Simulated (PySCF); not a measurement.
SMILES [GeH3]/[CH]=C\Cl (C2H5ClGe), PBE/def2-SVP optimised geometry.

```
9

Cl     2.46     0.72     0.00
C      1.49    -0.73     0.00
C      0.15    -0.73     0.00
Ge    -0.98     0.87     0.00
H      2.11    -1.64     0.00
H     -0.34    -1.72     0.00
H     -2.46     0.41     0.00
H     -0.70     1.72     1.26
H     -0.70     1.72    -1.26
```

Density from PBE/def2-TZVP (PySCF) at that geometry.

Minimum of the electron density along straight lines between bonded atoms, close to the bond critical point (lines longer than 1.1 times the sum of covalent radii, or with two minima, are not listed):

```json
[
 {"bond": "Cl1–C2", "length / Å": "1.744", "ρ at the minimum / e bohr⁻³": "0.198", "∇²ρ there / e bohr⁻⁵": "-0.28", "position (fraction from the first atom)": "0.58"},
 {"bond": "C2–C3", "length / Å": "1.344", "ρ at the minimum / e bohr⁻³": "0.339", "∇²ρ there / e bohr⁻⁵": "-0.97", "position (fraction from the first atom)": "0.52"},
 {"bond": "C3–Ge4", "length / Å": "1.957", "ρ at the minimum / e bohr⁻³": "0.124", "∇²ρ there / e bohr⁻⁵": "0.12", "position (fraction from the first atom)": "0.53"},
 {"bond": "C2–H5", "length / Å": "1.103", "ρ at the minimum / e bohr⁻³": "0.275", "∇²ρ there / e bohr⁻⁵": "-0.94", "position (fraction from the first atom)": "0.66"},
 {"bond": "C3–H6", "length / Å": "1.104", "ρ at the minimum / e bohr⁻³": "0.267", "∇²ρ there / e bohr⁻⁵": "-0.88", "position (fraction from the first atom)": "0.65"},
 {"bond": "Ge4–H7", "length / Å": "1.551", "ρ at the minimum / e bohr⁻³": "0.130", "∇²ρ there / e bohr⁻⁵": "0.04", "position (fraction from the first atom)": "0.59"},
 {"bond": "Ge4–H8", "length / Å": "1.550", "ρ at the minimum / e bohr⁻³": "0.130", "∇²ρ there / e bohr⁻⁵": "0.04", "position (fraction from the first atom)": "0.59"},
 {"bond": "Ge4–H9", "length / Å": "1.550", "ρ at the minimum / e bohr⁻³": "0.130", "∇²ρ there / e bohr⁻⁵": "0.04", "position (fraction from the first atom)": "0.59"}
]
```
